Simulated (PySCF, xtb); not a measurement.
diiodomethane (CH2I2), SMILES ICI.

Harmonic wavenumbers (cm⁻¹) from GFN2-xTB (xtb 6.7.1) at its own minimum, in rising order: 113, 517, 592, 755, 1094, 1163, 1382, 3029, 3041.

Q: What does TPSSh-D3(BJ)/def2-SVP (PySCF) give at its own minimum? (Estimate from the structure and the level; the computed values follow.)

A: 116, 481, 562, 711, 1037, 1121, 1399, 3134, 3238. Paired by order, the mean absolute difference is 59 cm⁻¹ and the zero-point energies are 16.7 and 16.9 kcal/mol.
